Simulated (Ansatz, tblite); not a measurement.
Removing an electron: BiH2(iPr) (C₃H₉Bi). The state is a singlet with charge 0. Geometry: PBE0-D4/def2-SVP. Ansatz, gas phase; energy differences of separate SCF runs; the oxidised species was run as a doublet alone.

```xyz
13

Bi   -0.338    1.874    1.051
H    -1.582    2.517   -0.079
H    -1.631    1.261    2.143
C    -0.208   -0.133   -0.080
C     0.460   -1.171    0.803
C     0.511    0.074   -1.401
H    -1.256   -0.414   -0.263
H    -0.092   -1.340    1.740
H     1.492   -0.882    1.069
H     0.527   -2.143    0.281
H     0.579   -0.876   -1.962
H    -0.006    0.800   -2.048
H     1.545    0.432   -1.254
```

In the def2 sets Bi takes a core potential; there is no spin–orbit coupling. The xTB rows come from tblite.

```
              level  −HOMO (eV)  vertical IE (eV)  −LUMO (eV)  HOMO–LUMO gap (eV)
           GFN1-xTB       10.19             13.20        3.52                6.67
           GFN2-xTB        9.98             12.90        3.57                6.41
   PBE-D4/def2-TZVP        5.78              8.54        1.07                4.71
r2SCAN-D4/def2-TZVP        5.98              8.53        0.80                5.17
  PBE0-D4/def2-TZVP        6.75              8.63        0.33                6.42
```

 Raw xTB energy differences between charge states are shifted by several eV; the methods need an empirical correction for them.
